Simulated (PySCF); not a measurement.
17O shieldings along a series

GIAO PBE0/pcSseg-1 on GFN2-xTB geometries (PySCF, gas phase, non-relativistic):

```tsv
SMILES	HOMO–LUMO gap (eV)	σ(O) (ppm)
C#C[C@@H]1C(=O)C[C@@H]1C	6.24	-340.6
C#C[C@@H]1C(=O)N[SiH2][C@@H]1C	7.27	-110.3
C#C[C@@H]1C(=O)[SiH2][C@@H]1C	5.20	-498.1
C#C[C@@H]1C(=O)[SiH2][C@@H]1[SiH3]	5.23	-489.8
C#C[C@@H]1C(=O)[SiH2][C@@]1(C)C#N	5.20	-527.3
C#C[C@H]1C(=C)[SiH2]C1=O	4.84	-526.9
C#C[C@@H]1C(=O)[SiH2][C@@H]1[SiH2]C	5.26	-510.7
```

Q: Fit σ(O) as a line in the HOMO–LUMO gap. How well does it hold?

A: σ = -1435.2 + 179.5 x, with x in eV; correlation +0.99, rms deviation 23.0 ppm, largest 39.6 ppm at `C#C[C@H]1C(=C)[SiH2]C1=O`. A larger gap weakens the paramagnetic term, which raises σ.

Q: A further member, `C#C[C@H]1C[SiH2]C1=O`, has x = 5.15. What does the line predict, and what does the calculation give?

A: The line gives -510.8 ppm; the calculation -536.7 ppm, a difference of -25.9 ppm, within the usual scatter of the fit.
